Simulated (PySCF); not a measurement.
Molecule: C$_{3}$H$_{3}$N$_{2}$ (charge -1, singlet). It need not be the lowest isomer of its formula. Whether it binds its extra electron was not tested at this geometry. SMILES: [c-]1cn[nH]c1
Coordinates optimised at B3LYP-D3(BJ)/def2-TZVP (Ansatz):
```xyz
8

C      0.2076    -1.2792     0.3168
C      1.1271    -0.2170     0.0242
N      0.5941     0.9833    -0.2639
N     -0.7311     0.7434    -0.1676
C     -0.9791    -0.5749     0.1713
H      2.2126    -0.2764     0.0098
H     -1.3727     1.4993    -0.3408
H     -2.0149    -0.8840     0.2772
```
Charge -1, spin multiplicity 1.

Dispersion corrections to the total energy (kcal/mol) from the dftd3 and dftd4 libraries through PySCF: D3(BJ) without and D4 with the three-body term, each with the damping fitted for the functional named.

```tsv
functional	D3(BJ)	D4
BHLYP	___	-4.91
PBE0	-3.11	-3.69
B2GP-PLYP	-2.15	-1.81
B3LYP	-6.45	-7.23
HSE06	___	-3.38
B2PLYP	-2.88	-3.10
LC-wPBE	-3.32	___
```

Q: Complete the blanks.

A: 
- BHLYP, D3(BJ): -4.94
- HSE06, D3(BJ): -2.22
- LC-wPBE, D4: -4.95
